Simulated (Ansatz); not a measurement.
Job for Ansatz (a quantum-chemistry and plane-wave program): U-PBE0/def2-TZVPP on BeS+, 2S+1 = 2, a spin state set in the input, which need not be the lowest. Charge +1.

Ansatz 0.2 input:
```yaml
crystal:
  periodic: [false, false, false]
  atoms:
    - {symbol: Be, position_ang: [0.00000000, 0.00000000, 0.00000000]}
    - {symbol: S, position_ang: [0.00000000, 0.00000000, 1.90900000]}
basis:
  gaussian:
    orbitals: def2-TZVPP
hamiltonian:
  xc: {name: PBE0}
total_charge: 1
magnetization: {spin_polarized: true, initial_magnetization: 1}
relax: {f_tol: 0.002, max_steps: 120}
```

**Question.** What total energy does the run end on?

**Answer.** -412.4030 hartree.
